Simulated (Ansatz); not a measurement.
Job for Ansatz (a quantum-chemistry and plane-wave program): R-SVWN5/def2-TZVPP on GeH4OSi (SMILES [OH][Ge][SiH3]), a point of a torsion scan.

Ansatz 0.2 input:
```yaml
crystal:
  periodic: [false, false, false]
  atoms:
    - {symbol: O, position_ang: [2.19581378, -0.11533986, -0.43178109]}
    - {symbol: Ge, position_ang: [0.93782135, -1.22997310, 0.13380210]}
    - {symbol: Si, position_ang: [0.71798798, -0.42056769, 2.45335446]}
    - {symbol: H, position_ang: [2.37818817, 0.77860778, -0.15028961]}
    - {symbol: H, position_ang: [0.76493382, 1.04385479, 2.63965970]}
    - {symbol: H, position_ang: [-0.50440600, -0.84371563, 3.15196585]}
    - {symbol: H, position_ang: [1.81725719, -0.91766541, 3.30129050]}
basis:
  gaussian:
    orbitals: def2-TZVPP
hamiltonian:
  xc: {name: SVWN5}
scf: {lower_state_search: off}
```

The log:

```
WARN ansatz: RAYON_NUM_THREADS=2 ignored (pool sized by the plan → 2); use --threads N
Functional definition: SVWN5
these checks for a lower state are left out or cut short: stability, starts, cluster_reference, orbital_swaps, neighbouring_geometries, increment
integrals: 0.09 GiB planned
1033 factors; their error is unknown
mean field: 0.61 GiB planned
mean field evaluation 1: about -66368.0686 eV, gradient 7.1e1 eV
mean field evaluation 2: about -66278.1209 eV, gradient 1.9e2 eV
mean field evaluation 4: about -66375.7481 eV, gradient 1.9e1 eV
mean field evaluation 8: about -66376.6343 eV, gradient 1.5e-1 eV
mean field evaluation 16: about -66376.6067 eV, gradient 9.9e-5 eV
mean field -66376.60667099 eV, -2439.2953034790 hartree, gradient 2.3e-6 eV, S^2 0.000000; 0 other end points of the search recorded, 0 dependent functions left out
reference -66376.60670643 eV, -2439.2953047815 hartree; 29, 29 occupied and 148, 148 virtual orbitals, 1033 factors
Total energy: -66376.60670643 eV, -2439.2953047815 hartree
Checks for a lower state left out: stability, starts, cluster_reference, orbital_swaps, neighbouring_geometries, increment
```

The calculation finished and met its thresholds.

Cost: around 2.9 core-seconds (rough).
